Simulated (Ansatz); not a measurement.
Computed with Ansatz on PBE0-D4/def2-TZVP structures; ΔE is electronic, products minus reactants. CBS: MP2 limit from def2 TZ/QZ plus the TZ coupled-cluster correction, frozen cores. This one scheme is used for every species. Functionals use def2-TZVPP. B3LYP here is the variant with VWN-RPA as its local correlation; programs differ in this. One conformer a species, not always the lowest.

Reaction (ligand exchange at the Si–F bond): `F[SiH](S)S` + `C=N` → `C=N[SiH](S)S` + H–F

`F[SiH](S)S`:

Cartesian coordinates in Å:
```
F -1.590 -0.546 -0.392
Si -0.186 0.055 0.070
S 0.869 0.997 -1.501
S 1.069 -1.534 0.680
H -0.512 1.029 1.131
H 0.283 2.187 -1.284
H 0.068 -2.189 1.295
```

`C=N`:

```xyz
5

C    -0.037   -0.358   -0.151
N     0.027    0.448    0.816
H     0.029   -0.075   -1.208
H    -0.168   -1.421    0.058
H     0.149    1.406    0.486
```

`C=N[SiH](S)S`:

Cartesian coordinates in Å:
```
C -0.638 1.182 1.385
N -0.343 0.773 0.233
Si 0.336 -0.776 -0.151
S -1.086 -1.771 -1.379
S 2.248 -0.409 -1.006
H -1.064 2.183 1.521
H -0.499 0.597 2.306
H 0.585 -1.693 0.992
H -1.329 -0.671 -2.114
H 1.791 0.585 -1.788
```

H–F:

Z-matrix (Å, degrees):
```
F
H 1 0.920
```

(1) Is it downhill or uphill in electronic energy at CCSD(T)/CBS, and by how much? (An estimate is asked.)

(2) What do these levels give: B3LYP-D4, r2SCANh-D4, ωB97X-V, BLYP, r2SCAN0, CAM-B3LYP? (Best estimate.)

(3) What do rigid-rotor, harmonic-oscillator terms from PBE0-D4/def2-TZVP frequencies (298.15 K, 1 bar) make of the CCSD(T)/CBS value? (Estimate.)

Largest T1 diagnostic among the species: 0.013.

Results:

(1) Ansatz gave: Uphill: ΔE = +94.3 kJ/mol.

(2) The calculation gave: B3LYP-D4 95.3, r2SCANh-D4 98.2, ωB97X-V 100.5, BLYP 106.5, r2SCAN0 99.9, CAM-B3LYP 107.9 kJ/mol.

(3) The calculation gave: ΔZPE = -7.7 kJ/mol, ΔH = +90.0 kJ/mol, ΔS = -11 J/(mol·K), ΔG = +93.3 kJ/mol.

In def2-TZVPP, CCSD(T) changes the Hartree–Fock value by −17.1 kJ/mol (the triples alone add −3.5 kJ/mol) and MP2 by −23.7 kJ/mol. Leaving LDA and LC-ωPBE aside and taking each functional with its dispersion term where it has one, the values, not all of them listed here, spread over 20.2 kJ/mol, from revPBE-D4 to B97M-V. LDA lies −7.3 kJ/mol from PBE without D4. The D4 term adds −10.7 kJ/mol with B3LYP and −6.2 kJ/mol with PBE0; it sums over pairs of atoms, weighted by their polarisabilities, and B3LYP, whose exchange is more repulsive, gets the larger term.
